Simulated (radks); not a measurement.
The numbers below are computed, except where a source is named.
Valence configurations of the cerium ion Ce3+ (all share [Xe]). Level of theory: Dirac Kohn-Sham, PBE, spin-unpolarised, spherical densities, finite nucleus; open shells fill j = l - 1/2 first; Fermi nuclear charge, rms radius 4.8771 fm (a radial shooting solver on a logarithmic mesh with Libxc functionals). Energies are relative to 4f1; eigenvalues in eV.

4f1: E (eV) 0.000; e(4f5/2) -28.795
6s1: E (eV) 11.673; e(6s1/2) -22.952
6p1: E (eV) 16.080; e(6p1/2) -19.003
5d1: E (eV) 7.300; e(5d3/2) -25.646
4f0.5 5d0.5: E (eV) 3.047; e(4f5/2) -32.005; e(5d3/2) -24.741
4f0.5 6s0.5: E (eV) 4.891; e(4f5/2) -33.491; e(6s1/2) -21.878
4f0.5 6p0.5: E (eV) 7.005; e(4f5/2) -33.907; e(6p1/2) -17.890

NIST lists [Xe] 4f1 as the ground configuration; this level of theory agrees among the configurations tried. The energies are those of spherical spin-averaged densities, not of single terms.
